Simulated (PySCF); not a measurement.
## Vertical excitation energies

CH3Cl2FGe.
Cartesian coordinates in Å at the PBE0-D3(BJ)/def2-SVP level; atoms count from 1:
```xyz
8
CH3Cl2FGe angstrom
F      1.3891   -1.6798    0.5311
Ge     0.9652   -0.0169    0.2284
C     -0.9714    0.0251   -0.1235
Cl    -1.3973    1.7519   -0.2924
Cl    -1.3650   -0.9096   -1.5761
H      1.7125    0.4364   -1.0273
H      1.2840    0.7595    1.5118
H     -1.5709   -0.3777    0.7024
```

Computed, not measured: TDDFT CAM-B3LYP/def2-SVPD, vertical, gas phase, core orbitals frozen in the response in PySCF. The CAM-B3LYP/def2-SVPD calculation is non-relativistic and has no spin–orbit coupling, an omission that weighs most on germanium.

List the vertical singlet excitations with oscillator strengths and describe the spectrum.

```json
{"state": "S1", "E (eV)": "6.42", "λ (nm)": "193.2", "f": "0.011", "|μ| (D)": "0.66", "main configurations (H = HOMO, L = LUMO)": "H→L (76%), H→L+1 (14%)"}
{"state": "S2", "E (eV)": "6.91", "λ (nm)": "179.3", "f": "0.0024", "|μ| (D)": "0.30", "main configurations (H = HOMO, L = LUMO)": "H→L+1 (54%), H-1→L (10%)"}
{"state": "S3", "E (eV)": "7.15", "λ (nm)": "173.3", "f": "0.021", "|μ| (D)": "0.87", "main configurations (H = HOMO, L = LUMO)": "H-1→L (50%), H-1→L+1 (18%)"}
{"state": "S4", "E (eV)": "7.46", "λ (nm)": "166.2", "f": "0.012", "|μ| (D)": "0.64", "main configurations (H = HOMO, L = LUMO)": "H-2→L (50%), H-1→L+1 (13%), H-2→L+1 (12%)"}
{"state": "S5", "E (eV)": "7.53", "λ (nm)": "164.7", "f": "0.0007", "|μ| (D)": "0.16", "main configurations (H = HOMO, L = LUMO)": "H-3→L (30%), H→L+1 (16%), H→L+4 (13%)"}
{"state": "S6", "E (eV)": "7.84", "λ (nm)": "158.2", "f": "0.016", "|μ| (D)": "0.74", "main configurations (H = HOMO, L = LUMO)": "H→L+3 (37%), H→L+2 (28%), H-3→L (14%)"}
{"state": "S7", "E (eV)": "7.95", "λ (nm)": "155.9", "f": "0.0046", "|μ| (D)": "0.39", "main configurations (H = HOMO, L = LUMO)": "H-1→L+1 (33%), H-1→L (15%), H→L+2 (14%)"}
{"state": "S8", "E (eV)": "8.01", "λ (nm)": "154.8", "f": "0.0060", "|μ| (D)": "0.45", "main configurations (H = HOMO, L = LUMO)": "H→L+4 (35%), H→L+2 (19%), H-3→L (18%)"}
{"state": "S9", "E (eV)": "8.20", "λ (nm)": "151.1", "f": "0.0027", "|μ| (D)": "0.30", "main configurations (H = HOMO, L = LUMO)": "H-4→L (37%), H-4→L+1 (25%)"}
{"state": "S10", "E (eV)": "8.32", "λ (nm)": "148.9", "f": "0.104", "|μ| (D)": "1.82", "main configurations (H = HOMO, L = LUMO)": "H→L+2 (30%), H→L+4 (29%), H→L+3 (22%)"}
```

Triplets (Tamm–Dancoff): T1 5.79 eV, H→L (68%), H→L+1 (17%); T2 6.26 eV, H→L+1 (32%), H-1→L (14%), H→L+4 (9%); T3 6.37 eV, H-1→L (43%), H-1→L+1 (16%); T4 6.69 eV, H-2→L (48%), H-2→L+1 (12%), H-1→L+1 (11%).

The lowest singlet comes at 193 nm (619 kJ/mol) in the vacuum ultraviolet; it is weak; its leading configuration is HOMO→LUMO (76%). The most intense listed level is S10 at 8.32 eV (149 nm, f = 0.104), 1.91 eV above S1. It is the last of those listed, so stronger ones may follow. Löwdin shares by element: HOMO chlorine 59%, carbon 20%, germanium 11%; LUMO chlorine 49%, carbon 17%, germanium 16% (atoms not listed hold the other 18%). Of the 10 states listed, 5 reach f = 0.01 and none stays under 0.0005. The oscillator strengths of these states sum to 0.180; summed over the whole spectrum of an exact calculation they would give the number of electrons, 84 (Thomas–Reiche–Kuhn). Orbital energies (eV): HOMO-3 -11.18, HOMO-2 -11.07, HOMO-1 -10.59, HOMO -9.85, LUMO 0.27, LUMO+1 0.55, LUMO+2 0.96. The vertical ionisation energy (ΔSCF) is 10.75 eV, 2.43 eV above S10. Singlets were solved by full linear response, triplets in the Tamm–Dancoff approximation.

One conformer stands for the species.
